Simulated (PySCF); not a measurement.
From one molecule to another.

First species: C₅H₄F₄O₂.
SMILES: `C(F)([C@H]1O[C@@H](C1=O)CF)(F)F`

Second species: C5H4F4O2.
InChI=1S/C5H4F4O2/c1-2(11-5(8)9)3(10)4(6)7/h4-5H,1H2

Levels: PBE0/pcSseg-1 for dipole moment, HOMO energy, LUMO energy and HOMO–LUMO gap; GFN2-xTB for rotational constant A and rotational constant C. Geometries: GFN2-xTB. Each structure is a single optimised conformer of the isolated species, non-relativistic unless stated; the electronic structure was computed with PySCF and density fitting.

The conformers computed, where there is a choice (atom-mapped SMILES and torsion angles):
- `[O:1]=[C:2]1[C@@H:3]([CH2:4][F:5])[O:6][C@@H:7]1[C:8]([F:9])([F:10])[F:11]`: C2–C3–C4–F5 39°, O6–C7–C8–F9 -172°
- `[CH2:1]=[C:2]([O:3][CH:4]([F:5])[F:6])[C:7](=[O:8])[CH:9]([F:10])[F:11]`: C1–C2–O3–C4 -16°, C2–O3–C4–F5 -168°, C1–C2–C7–O8 -12°, C2–C7–C9–F10 -175°

| property | column X | column Y |
| --- | --- | --- |
| dipole moment | 2.73 D | 2.64 D |
| HOMO energy | -8.41 eV | -8.44 eV |
| LUMO energy | -1.75 eV | -2.64 eV |
| HOMO–LUMO gap | 6.66 eV | 5.80 eV |
| rotational constant A | 2.182 GHz | 1.878 GHz |
| rotational constant C | 0.637 GHz | 0.528 GHz |

Q: Which column belongs to which species?

A: Column X is the first species and column Y the second. The first has 15 atoms and 86 electrons, the second 15 and 86.

Q: How does each property change from the first species to the second?

A: dipole moment -0.09 D; HOMO energy -0.03 eV; LUMO energy -0.89 eV; HOMO–LUMO gap -0.86 eV; rotational constant A -0.304 GHz; rotational constant C -0.109 GHz.

On the first: In atomic units the dipole is 1.07 e·bohr (1 au = 2.5417 D).

On the second: The dipole equals about 8.8 × 10⁻³⁰ C·m (1 D = 3.33564 × 10⁻³⁰ C·m). A dipole of 2.64 D is allowed in C1, and pure rotational transitions are dipole-allowed.
